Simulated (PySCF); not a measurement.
**Polarisability and C₆ of Mn²⁺ (manganese, charge +2)**

[Ar] 3d4 4s1, high-spin 6D determinant (an excited configuration). All numbers are calculated (PySCF 2.14, the non-relativistic Hamiltonian (point nucleus), in aug-cc-pVTZ with one added diffuse shell each of s, p, d, f, g type (9s8p6d4f3g, 118 functions)). Coupled (time-dependent) response in atomic units; α is the mean over directions.

```
method  mean α (bohr³)         α xx, yy, zz  C₆ (like pair)  S(−4)
  PBE0           18.99  19.30, 19.30, 18.37           75.52  329.4
```

S(−4) is the Cauchy moment in α(ω) = α(0) + S(−4) ω² + …

α(iu) at PBE0:

```csv
u (hartree),α(iu) (bohr³)
0,18.99
0.0500,18.21
0.100,16.24
0.200,11.60
0.300,8.214
0.500,4.806
0.750,3.102
1.00,2.295
1.50,1.506
2.00,1.099
3.00,0.6703
5.00,0.3257
```

A single London oscillator, α(iu) = α/(1 + u²/ω²), gives C₆ = (3/4) ω α². Matching the computed C₆ needs ω = 4 × 75.52 / (3 × 18.99²) = 0.279 hartree.

For an ion, C₆ is the dispersion term alone; charge-induced terms of lower order in 1/R come first.

The components differ because the open shell of this determinant is not spherical; for a pure term their mean is the scalar polarisability.
